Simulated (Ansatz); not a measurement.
System: thionyl fluoride, sum formula SOF2, net charge 0, singlet state. SMILES: O=S(F)F
Geometry: optimised at B3LYP-D3(BJ)/def2-TZVP (Ansatz, an electronic-structure program).

Wanted: vertical triplet-singlet gap (E(triplet) - E(singlet); each state is the SCF solution reached for its spin), in kJ/mol. Valence correlation only, unless marked. UHF or UKS for open shells. Spin-orbit coupling is left out. Non-relativistic. Basis-set limits of correlation are two-point, X^-3; Hartree-Fock from the larger set.

```tsv
level	program	vertical triplet-singlet gap (kJ/mol)
HF/aug-cc-pV(T+d)Z	Ansatz	489.4
HF/aug-cc-pV(Q+d)Z	Ansatz	488.9
PBE/def2-TZVPD	Ansatz	510.8
B3LYP/def2-TZVPD	Ansatz	521.2
BHLYP/def2-TZVPD	Ansatz	522.2
wB97M-V/def2-TZVPD	Ansatz	547.8
wB97X-V/def2-TZVPD	Ansatz	535.4
RI-MP2/CBS(aug-cc-pV(T+d)Z,aug-cc-pV(Q+d)Z)	Ansatz	605.1
CCSD(T)/aug-cc-pV(D+d)Z	Ansatz	547.4
```
